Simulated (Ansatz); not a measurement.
HGa (SMILES [GaH]), singlet, geometry from GFN2-xTB (such geometries of metal compounds can be far from the true shape); R2SCAN/pcseg-0 (Ansatz, a program for electronic structure).

The Ansatz input:
Ansatz 0.2 input:
```yaml
crystal:
  periodic: [false, false, false]
  atoms:
    - {symbol: Ga, position_ang: [-0.00000000, -0.00000000, -0.05952365]}
    - {symbol: H, position_ang: [0.00000000, 0.00000000, 1.84523317]}
basis:
  gaussian:
    orbitals: pcseg-0.json
hamiltonian:
  xc: r2scan
```
The basis file holds pcseg-0 in the JSON format of the Basis Set Exchange.

Question: Predict the main parts of the log of this Ansatz run.

Answer: 
```
Functional definition: r2SCAN
221 factors; integrals over basis functions are off by at most 6.3e-4 eV
mean field evaluation 1: about -52325.7585 eV, gradient 1.0e1 eV
mean field evaluation 2: about -52325.6266 eV, gradient 1.0e1 eV
mean field evaluation 4: about -52326.3695 eV, gradient 7.0e-2 eV
mean field evaluation 8: about -52326.3668 eV, gradient 9.0e-5 eV
mean field -52326.36675330 eV, -1922.9585100985 hartree, gradient 5.2e-6 eV, S^2 0.000000; 0 other end points of the search recorded, 0 dependent functions left out
reference -52326.36675998 eV, -1922.9585103440 hartree; 16, 16 occupied and 8, 8 virtual orbitals, 221 factors
Total energy: -52326.36675998 eV, -1922.9585103440 hartree
```
